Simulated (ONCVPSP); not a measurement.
## cerium: one change to an ONCV potential, before and after

- Element: Ce
- Generator: ONCVPSP 4.0.1
- Type: optimised norm-conserving Vanderbilt (ONCV)
- Functional: PBEsol
- Relativity: fully relativistic
- Frozen core: [Kr] 4d10
- Valence charge: 12
- Reference configuration: 4f1 5s2 5p6 5d1 6s2
- Partial waves: 5s+6s: rc 2.60 bohr, ncon 4, nbas 9, qcut 4.7 1/bohr, 2 projectors; 5p: rc 2.55 bohr, ncon 4, nbas 8, qcut 6.3 1/bohr, 2 projectors, debl 0.7 Ha; 5d: rc 3.80 bohr, ncon 3, nbas 7, qcut 4.7 1/bohr, 2 projectors, debl 2 Ha; 4f: rc 1.70 bohr, ncon 4, nbas 8, qcut 10.9 1/bohr, 2 projectors, debl 2 Ha
- Local potential: polynomial inside 1.10 bohr (lpopt 5, dvloc0 4 Ha)
- Core correction: Teter function, fcfact 4.25, rcfact 1.5

Open shells are filled in proportion to 2j + 1.

In the p channel the program set the typed energies aside and used -0.822, 0.250 Ha (j = l + 1/2; the other j can differ).

All-electron outer shells of the reference configuration (PBEsol, scalar-relativistic, ld1.x):

| shell | level (eV) | outermost node (bohr) | outermost maximum (bohr) |
| --- | --- | --- | --- |
| 4d | -110.40 | 0.31 | 0.66 |
| 5s | -40.61 | 0.75 | 1.37 |
| 5p | -23.22 | 0.81 | 1.55 |
| 4f | -5.42 | – | 0.71 |
| 6s | -3.77 | 1.82 | 3.72 |
| 5d | -3.07 | 0.92 | 2.18 |

Change: f: rc 1.28.

Cutoffs: the cutoffs (Ha) at which the residual kinetic energy of the hardest occupied pseudo-wave falls to 1 and 0.1 mHa per electron; they do not see the model core or the augmentation charge, which bear on the density cutoff. Errors are all-electron minus pseudo energies relative to the spin-unpolarised reference configuration.

Problem. Predict the effect on cutoff, ghosts and configuration errors.

Solution. The potential gets harder (47 Ha and 51 Ha → 74 Ha and 163 Ha); both files keep a bound ghost (s); of the 4 tests that both files solve, the error grows in 0 and shrinks in 1 by more than 15 % and 0.3 meV (median size 9.7 → 9.5 meV). A smaller radius makes the pseudo-wave follow the all-electron one further in, where it bends more sharply, so more plane waves are needed.

```tsv
quantity	base	changed
cutoff, loose	47 Ha	74 Ha
cutoff, tight	51 Ha	163 Ha
loose cutoff by channel	s 7.1 Ha, p 10 Ha, d 5.8 Ha, f 47 Ha	s 7.1 Ha, p 10 Ha, d 5.8 Ha, f 74 Ha
bound ghosts	s	s
GHOST(+) flags under 300 eV	p3/2 at 68.3 eV, p1/2 at 75.6 eV, d5/2 at 258.3 eV	p3/2 at 68.3 eV, p1/2 at 75.6 eV, d5/2 at 258.3 eV
error for 4f1 5s2 5p6 5d1 6s1, meV [ΔE 6.10 eV]	-0.8	-0.8
error for 4f1 5s2 5p6 5d1 6s0, meV [ΔE 17.14 eV]	-6.7	-6.5
error for 4f1 5s2 5p6 5d0 6s0, meV [ΔE 36.27 eV]	+13	+13
error for 4f0 5s2 5p6 5d1 6s2, meV [ΔE 12.43 eV]	+405	+108
s: phases at 2.65 bohr within 0.05 rad from the reference energy up to (Ha; the scan ends near 5)	3.5	3.5
p3/2: phases at 2.58 bohr within 0.05 rad from the reference energy up to (Ha; the scan ends near 5)	2.4	2.4
p1/2: phases at 2.58 bohr within 0.05 rad from the reference energy up to (Ha; the scan ends near 5)	2.7	2.7
d5/2: phases at 3.86 bohr within 0.05 rad from the reference energy up to (Ha; the scan ends near 5)	2.5	2.5
d3/2: phases at 3.86 bohr within 0.05 rad from the reference energy up to (Ha; the scan ends near 5)	2.5	2.5
rms error of d²Exc/dni dnj with the model core, mHa	5.04	5.49
```

 A true bound ghost makes a file unfit for plane-wave use even where its test errors are small: the radial tests pick states by their node count and pass the ghost by.
